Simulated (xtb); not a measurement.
C2H8BeSi, SMILES [CH2]([Be][SiH3])C. All values are semi-empirical tight-binding results from xtb (GFN2-xTB unless named), good for trends rather than for accurate numbers. Geometry optimised at GFN2-xTB. The structure was generated by enumeration; whether it is a known compound was not checked. One conformer was computed; it need not be the lowest.

Optimised geometry:

Bonds (Å): Be1–C2 1.739, Be1–Si9 2.184, C2–C3 1.543, C2–H4 1.097, C2–H5 1.097, C3–H6 1.089, C3–H7 1.089, C3–H8 1.091, Si9–H10 1.473, Si9–H11 1.473, Si9–H12 1.474. Angles (°): C2–Be1–Si9 179.8, Be1–C2–C3 112.5, Be1–C2–H4 114.1, Be1–C2–H5 114.2, C3–C2–H4 106.1, C3–C2–H5 106.1, H4–C2–H5 103.0, C2–C3–H6 111.3, C2–C3–H7 111.3, C2–C3–H8 110.9, H6–C3–H7 107.8, H6–C3–H8 107.7, H7–C3–H8 107.7, Be1–Si9–H10 117.1, Be1–Si9–H11 118.2, Be1–Si9–H12 115.8, H10–Si9–H11 100.9, H10–Si9–H12 100.9, H11–Si9–H12 101.0.

The geometry has at least one imaginary mode, so it is a saddle point at that level.

For metal compounds this method's bond lengths and energies can be far off.

```
Item           Value
-----------  -------
orbital gap  3.43 eV
```

Computed atomic charges and the Wiberg bond orders between heavy atoms:
charges (e) Be1 0.42, C2 -0.24, C3 -0.09, H4 0.02, H5 0.02, H6 0.01, H7 0.01, H8 0.02, Si9 0.27, H10 -0.15, H11 -0.15, H12 -0.15. Bond orders Be1–C2 0.94, C2–C3 1.00, Be1–Si9 0.90.
